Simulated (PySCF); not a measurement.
Level of theory: ωB97X-D3(BJ)/def2-TZVP // B3LYP-D3(BJ)/def2-TZVP run with PySCF 2.14.0. Gas-phase values, no solvent. One relaxed conformer stands for a flexible species; it need not be the lowest. Excitations are Tamm–Dancoff values on a coarser integration grid. The basis has no diffuse functions, so Rydberg states are missing or too high.

Reference species (SMILES): `B(C)(C)C` (neutral, multiplicity 1).

- S1 excitation (TDA): 6.75 eV
- HOMO: -11.02 eV

Changed species: `SB(S)S` (3 of 3 CH3 replaced by SH; the reference has 0 of 3 CH3 replaced by SH).

**Question.** What does the change do to the S1 excitation (TDA) and HOMO?

**Answer.** the S1 excitation (TDA) drops by 0.81 eV, to 5.94 eV; the HOMO goes up by 1.09 eV, to -9.93 eV.
